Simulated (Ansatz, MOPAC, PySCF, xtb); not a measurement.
Diatomic GeTe, closed-shell singlet (the spin of the measured ground state). No spin–orbit coupling. Ge is treated without relativity.

The constants come from a fifth-degree fit in 1/R (seven points, main isotopes). In def2 and cc sets the state is the lowest found near the PBE0 minimum, followed along R. The singlet is held restricted. HF and MP2 rows in def2 and cc sets belong to the determinant that coupled cluster picked by its CCSD energy.

The values were computed with Ansatz (Gaussian orbitals); MOPAC for PM6 (differences of heats of formation); PySCF for 3-21G rows, LANL2DZ rows, STO-3G rows; xtb for the GFN methods. Values without a source in brackets are computed. In def2 rows elements past Kr take small-core potentials, without spin–orbit coupling.

| level | r_e (Å) | ω_e (cm⁻¹) | α_e (cm⁻¹) | B_e (cm⁻¹) | D_e (eV) | dipole (D) |
|---|---|---|---|---|---|---|
| PM6 | 2.337 | 418 | 0.00012 | 0.0655 | - | - |
| GFN1-xTB | 2.353 | 409 | 0.00022 | 0.0646 | - | - |
| GFN2-xTB | 2.355 | 372 | 0.00023 | 0.0645 | - | - |
| HF/STO-3G | 2.260 | 404 | 0.00012 | 0.0701 | - | 2.75 |
| HF/3-21G | 2.412 | 313 | 0.00015 | 0.0615 | - | 2.73 |
| HF/def2-TZVPP | 2.326 | 354 | 0.00014 | 0.0661 | - | - |
| HF/def2-QZVPP | 2.324 | 353 | 0.00014 | 0.0663 | - | - |
| SVWN5/def2-TZVPP | 2.336 | 326 | 0.00016 | 0.0656 | 5.57 | 0.99 |
| PBE/def2-TZVPP | 2.368 | 315 | 0.00016 | 0.0638 | 4.73 | 1.10 |
| BP86/LANL2DZ | 2.453 | 284 | 0.00015 | 0.0594 | - | 1.47 |
| r2SCAN/def2-TZVPP | 2.343 | 329 | 0.00016 | 0.0652 | 4.49 | 1.02 |
| B97M-V/def2-TZVPP | 2.347 | 328 | 0.00016 | 0.0649 | 4.48 | 1.07 |
| B3LYP/LANL2DZ | 2.436 | 292 | 0.00014 | 0.0603 | - | 1.67 |
| B3LYP/def2-TZVPP | 2.359 | 322 | 0.00016 | 0.0643 | 4.39 | 1.31 |
| PBE0/def2-TZVPP | 2.339 | 335 | 0.00015 | 0.0654 | 4.38 | 1.23 |
| BHLYP/def2-TZVPP | 2.331 | 342 | 0.00015 | 0.0658 | 3.98 | 1.48 |
| CAM-B3LYP/def2-TZVPP | 2.325 | 343 | 0.00015 | 0.0662 | 4.17 | 1.38 |
| wB97X-V/def2-TZVPP | 2.312 | 355 | 0.00014 | 0.0669 | 4.35 | 1.39 |
| wB97M-V/def2-TZVPP | 2.318 | 351 | 0.00015 | 0.0666 | 4.18 | 1.45 |
| B2PLYP/def2-TZVPP | 2.357 | 320 | 0.00017 | 0.0644 | 4.48 | - |
| MP2/def2-TZVPP | 2.333 | 339 | 0.00015 | 0.0657 | - | - |
| MP2/def2-QZVPP | 2.321 | 340 | 0.00015 | 0.0664 | - | - |
| MP2/CBS(def2-TZVPP, def2-QZVPP) | 2.314 | 341 | 0.00016 | 0.0668 | - | - |
| SCS-MP2/def2-TZVPP | 2.338 | 337 | 0.00015 | 0.0654 | - | - |
| SCS-MP2/def2-QZVPP | 2.328 | 338 | 0.00015 | 0.0660 | - | - |
| CCSD/def2-TZVPP | 2.333 | 343 | 0.00015 | 0.0658 | 3.99 | - |
| CCSD/def2-QZVPP | 2.321 | 345 | 0.00015 | 0.0664 | 4.14 | - |
| CCSD(T)/def2-TZVPP | 2.351 | 326 | 0.00017 | 0.0647 | 4.34 | - |
| CCSD(T)/def2-QZVPP | 2.340 | 328 | 0.00017 | 0.0654 | 4.53 | - |
| CCSD(T)/CBS(def2-TZVPP, def2-QZVPP) | 2.333 | 330 | 0.00016 | 0.0657 | 4.67 | - |

D_e counts from each atom's lowest state at the same level, without counterpoise or zero-point energy.

Correlated levels freeze the inner cores; with def2 sets outer-core shells near the valence are correlated too. CBS: X⁻³ extrapolation of the correlation energy, Hartree–Fock from the larger set. Rows in 3-21G, LANL2DZ, STO-3G carry no dispersion term and start afresh at each structure; the Pople sets are all-electron and without relativity. LANL2DZ brings its own core potentials from Na on. The state that PM6 reach isn't checked.

Doubts at one or more of the structures used: a restricted determinant that unrestricted orbitals would lower (HF/def2-TZVPP, HF/def2-QZVPP, MP2/def2-TZVPP, MP2/def2-QZVPP, MP2/CBS(def2-TZVPP, def2-QZVPP), SCS-MP2/def2-TZVPP, SCS-MP2/def2-QZVPP, CCSD/def2-TZVPP, CCSD/def2-QZVPP, CCSD(T)/def2-TZVPP, CCSD(T)/def2-QZVPP, CCSD(T)/CBS(def2-TZVPP, def2-QZVPP)).

Measured for the ground state: r_e 2.3402 Å [microwave values compiled in ACS Omega 2, 8373 (2017)]. ω_e 323.9 cm-1, ω_e x_e 0.75 cm-1, B_e 0.065338 cm-1, α_e 0.00017246 cm-1 [Huber and Herzberg (1979), NIST Chemistry WebBook]. D_0 4.073 ± 0.034 eV (a handbook's tabulated 298 K bond energy less 3RT/2; such tables hold older values) [Luo, bond dissociation energies, CRC Handbook]. dipole 1.06 D [compilation of Liu, Meijer and Pérez-Ríos].

Ansatz is a program for electronic structure.
